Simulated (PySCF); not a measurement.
# Worked example: chemical shift, span and skew from a shielding tensor

Zn(Cl)(OSiH3) (ClH3OSiZn), SMILES [SiH3][O][Zn][Cl]. Atoms are numbered in the order given.

```xyz
7

Zn     0.1301    -0.4775     0.0000
Cl    -0.2010    -2.5527     0.0000
O      0.5077     1.2470     0.0000
Si    -0.2265     2.7237     0.0000
H     -1.0944     2.9091     1.2065
H      0.8113     3.7946     0.0000
H     -1.0944     2.9091    -1.2065
```

Geometry optimised at B3LYP-D3(BJ)/def2-SVP. The structure was generated by enumeration; whether it is a known compound was not checked. Other conformers were not sampled.

GIAO shieldings from B3LYP/pcSseg-1 (PySCF), non-relativistic, no solvent. The symmetric part of the tensor of Si4 has the principal values 323.3, 332.3, 474.4 ppm. The same nucleus in TMS has σ = 338.7 ppm at this level (PySCF, at its B3LYP-D3(BJ)/def2-TZVP geometry). Without spin–orbit terms, shifts of atoms bonded to Cl or Br come out too high.

**Question.** Work out the isotropic shielding, the ²⁹Si shift against TMS, the span and the skew.

**Answer.** 
σ(iso) = (σ11 + σ22 + σ33)/3 = 376.7 ppm. δ = σ(ref) − σ(iso) = 338.7 − (376.7) = -38.0 ppm.
Span Ω = σ33 − σ11 = 151.1 ppm. Skew κ = 3(σ(iso) − σ22)/Ω = 0.88. Tumbling in solution averages the tensor to δ; in a static solid the shielding alone would spread this spin-1/2 line over Ω.
